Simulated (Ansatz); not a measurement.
CH₆AlGaOSe, SMILES `[CH3][Al]([OH])[Se][GaH2]`, 11 atoms. The species carries charge 0 and has multiplicity 1. Correlated methods include outer-core shells of Ga, Se, which these sets cover unevenly. Scalar relativity is left out up to krypton. All runs use 2 threads of an AMD EPYC 7R13 on a shared host and a share of an NVIDIA H100 80 GB. Correlated methods freeze the cores. Open-shell runs search over several starts.

(1) Give the basis size and wall time and peak host memory of each of these runs in Ansatz. RKS CAM-B3LYP-D4/def2-TZVPP energy; UKS PBE-D4/def2-TZVPP energy of the cation; UKS ωB97M-V/def2-TZVPP energy of the cation; RKS HSE06 (plane-wave form)-D4/def2-TZVPP energy; RKS PBE0-D4/def2-TZVP frequencies; RKS PBE-D4/def2-TZVPP energy and forces; RKS PBE0-D4/def2-TZVP relaxation (13 steps); RKS r2SCAN-D4/def2-TZVPP energy and forces; direct RPA on PBE orbitals/def2-TZVPP energy; UKS B3LYP-D4/def2-TZVPP energy of the cation; RHF-MP2/def2-QZVPP energy; RKS ωB97M-V/def2-QZVPP energy. (Best estimate.)

Results:

(1) Computed: Other jobs shared the machine, so times are rough.

```csv
level,job,functions,wall time,peak host memory (GiB)
RKS CAM-B3LYP-D4/def2-TZVPP,energy,284,5 s,0.84
RKS HSE06 (plane-wave form)-D4/def2-TZVPP,energy,284,6.5 s,0.84
RKS r2SCAN-D4/def2-TZVPP,energy and forces,284,8 s,0.85
RKS PBE-D4/def2-TZVPP,energy and forces,284,9 s,0.83
RHF-MP2/def2-QZVPP,energy,542,9 s,1.1
direct RPA on PBE orbitals/def2-TZVPP,energy,284,12 s,1.3
UKS B3LYP-D4/def2-TZVPP,energy of the cation,284,19 s,0.89
UKS PBE-D4/def2-TZVPP,energy of the cation,284,21 s,0.89
RKS PBE0-D4/def2-TZVP,relaxation (13 steps),231,46 s,0.95
UKS ωB97M-V/def2-TZVPP,energy of the cation,284,54 s,1.1
RKS ωB97M-V/def2-QZVPP,energy,542,63 s,4.2
RKS PBE0-D4/def2-TZVP,frequencies,231,3.2 min,0.94
```

B3LYP here is the variant with VWN-RPA as its local correlation; programs differ in this.
